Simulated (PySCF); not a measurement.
BH, SMILES [BH] (connectivity only; charge and spin as stated), neutral, multiplicity 1. The structure is a stationary point at PBE-D3(BJ)/def2-TZVPD.

These are PySCF with PBE-D3(BJ)/def2-TZVPD values and carry that method's errors.

Harmonic wavenumbers (cm⁻¹): 2242. Rotational constants (GHz): 349.5 (linear); symmetry number 1.

Q: Work out the zero-point energy and the ideal-gas rigid-rotor harmonic-oscillator thermochemistry at 298.15 K and 1 atm.

A: ZPE = ½ Σ hcν = ½ × 2242 cm⁻¹ = 13.41 kJ/mol. H − E(el) = 22.09 kJ/mol. Entropy in J/(mol K): translation 139.55, rotation 32.24, vibration 0.00, total 171.79. G − E(el) = -29.13 kJ/mol. Cp = 29.12 J/(mol K).
